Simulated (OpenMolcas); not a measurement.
## Ti2+: moving or changing the point charges

Ti2+ among 4 point charges of -2 e arranged as a tetrahedron (Td), 2.06 Å from the ion.

```json
{
  "Program": "OpenMolcas 26.06",
  "Method": "CASSCF",
  "Basis": "ANO-RCC-VDZP [5s4p2d1f]",
  "Scalar Hamiltonian": "DKH2, point nucleus",
  "Active space": "2 electrons in 5 orbitals (3d)",
  "State averaging": "2S+1 = 3 even, 10 roots; 2S+1 = 1 even, 15 roots",
  "Spin-orbit coupling": "RASSI with atomic mean-field integrals over the reference wave functions"
}
```

Runs around this geometry, states (labels of Td). Energies in cm-1 above the lowest state or level, χT in cm3 K/mol.

```json
{"R (Å)": "2.06", "q (e)": "-1", "Ground state": "3A2", "First state of that spin": "3T2 1856", "First gap with spin-orbit (degeneracies)": "1813 (3, 1)", "χT at 300 K": "1.076", "First state of another spin": "1E 11641"}
{"R (Å)": "2.06", "q (e)": "-2", "Ground state": "3A2", "First state of that spin": "3T2 1865", "First gap with spin-orbit (degeneracies)": "1837 (3, 1)", "χT at 300 K": "1.085", "First state of another spin": "1E 10516"}
{"R (Å)": "2.27", "q (e)": "-2", "Ground state": "3A2", "First state of that spin": "3T2 1827", "First gap with spin-orbit (degeneracies)": "1789 (3, 1)", "χT at 300 K": "1.080", "First state of another spin": "1E 11299"}
```

Taking the first state of the same spin as R^-n, n = -ln(1827 / 1865) / ln(2.27 / 2.06) = 0.2 between the shortest and longest distance.

Scaling the charges by -1 / -2 = 0.50 scales the first state of the same spin by 1856 / 1865 = 1.00; with fixed orbitals a first-order splitting would follow the charge.

Without dynamic correlation the repulsion within the d shell is too large (B by tens of per cent), so at a given field states of lower spin stand too high. The ground term spreads over less than 5000 cm-1, several times less than with real ligands, so orbital moments are less quenched and χT lies further from the spin-only value than at real sites. This is an electrostatic model: the charges have no orbitals. No measured value stands beside these numbers.
